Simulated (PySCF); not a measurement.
Solvent effects on NMR parameters

Atom-mapped SMILES (the numbers label the heavy atoms): `[F:1]/[CH:2]=[CH:3]\[O:4]/[CH:5]=[C:6](/[F:7])[O:8][CH:9]([F:10])[F:11]`. Each H is labelled by its parent atom.

GIAO PBE0/pcSseg-1 in PySCF 2.14.0 with density-fitted response routines on one PBE0-D3(BJ)/def2-SVP conformer, non-relativistic, equivalent nuclei averaged. Solvents enter as an IEF-PCM continuum (chloroform with ε = 4.7) around the gas-phase geometry. Shifts are referred to CFCl3, TMS computed in the same medium.

Gas phase, δ in ppm: F10/F11 -100.2, F7 -138.0, F1 -166.2, C6 153.3, C2 138.4, C3 131.2, C5 122.8, C9 117.4, H(C5) 7.52, H(C9) 6.18, H(C2) 6.15, H(C3) 5.47. Dipole moment 1.56 D.

(1) How does each δ change in the continuum?

(2) Which of the listed nuclei move most (in ppm), and what does the model miss? (N and O are left out, as their reference compounds move with the solvent too.)

## Answers

(1) 
```json
{"atoms": "F10/F11", "environment": "fluorine of a CF2 group", "Δδ, chloroform": "-1.8"}
{"atoms": "F7", "environment": "vinylic fluorine", "Δδ, chloroform": "+0.8"}
{"atoms": "F1", "environment": "vinylic fluorine", "Δδ, chloroform": "+0.5"}
{"atoms": "C6", "environment": "alkene carbon bearing oxygen", "Δδ, chloroform": "+0.3"}
{"atoms": "C2", "environment": "β carbon of an enol-ether or enamine type C=C", "Δδ, chloroform": "+1.4"}
{"atoms": "C3", "environment": "alkene carbon bearing oxygen", "Δδ, chloroform": "+0.5"}
{"atoms": "C5", "environment": "alkene carbon bearing oxygen", "Δδ, chloroform": "+1.6"}
{"atoms": "C9", "environment": "sp3 CH bonded to 2 F and O", "Δδ, chloroform": "+1.0"}
{"atoms": "H(C5)", "environment": "hydrogen on an alkene carbon bearing oxygen", "Δδ, chloroform": "+0.12"}
{"atoms": "H(C9)", "environment": "hydrogen on an sp3 CH bonded to 2 F and O", "Δδ, chloroform": "+0.21"}
{"atoms": "H(C2)", "environment": "hydrogen on a β carbon of an enol-ether or enamine type C=C", "Δδ, chloroform": "+0.23"}
{"atoms": "H(C3)", "environment": "hydrogen on an alkene carbon bearing oxygen", "Δδ, chloroform": "+0.21"}
```

Changes are relative to the gas phase. The dipole moment becomes 1.83 D in chloroform.

(2) F10/F11 (fluorine of a CF2 group, -1.8 ppm) in chloroform. A continuum only polarises the solute; specific hydrogen bonds, the anisotropy of aromatic solvents and changes of geometry or conformer are outside it.
